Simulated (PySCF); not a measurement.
C2H4NO, SMILES CC([NH])=O (connectivity only; charge and spin as stated), charge -1, multiplicity 1.

Geometry optimised at PBE0-D3(BJ)/def2-SVPD. The spin state was assumed, not searched. The isomer is the one that the SMILES or the coordinates give; other isomers of the formula were not compared. The values are those of a single conformer.

Level of theory: PBE0-D3(BJ)/def2-SVPD run with PySCF 2.14.0.

Frequencies are harmonic and unscaled.

Computed vibrational spectrum:
```csv
mode,ν (cm⁻¹),IR (km/mol),moving atoms (share of kinetic energy)
1,121,0.1,H 93 %
2,432,5.7,"H 32 %, C 24 %, O 23 %, N 21 %"
3,563,3.5,"H 53 %, C 41 %"
4,588,34.5,"O 31 %, C 28 %, H 21 %, N 20 %"
5,844,62.7,"H 71 %, N 15 %, C 11 %"
6,870,19.6,"C 45 %, H 29 %, N 13 %, O 13 %"
7,987,11.2,"H 65 %, C 25 %"
8,1033,0.0,"H 53 %, C 46 %"
9,1209,43.4,"H 52 %, N 28 %, O 19 %"
10,1302,1.4,"H 75 %, C 22 %"
11,1420,59.9,"H 63 %, C 27 %"
12,1444,3.6,H 96 %
13,1447,106.6,"H 49 %, C 38 %, O 8 %"
14,1661,621.2,"C 69 %, N 14 %, O 14 %"
15,3025,56.2,H 97 %
16,3106,44.9,"H 91 %, C 9 %"
17,3137,46.7,"H 90 %, C 10 %"
18,3465,33.9,H 94 %
```
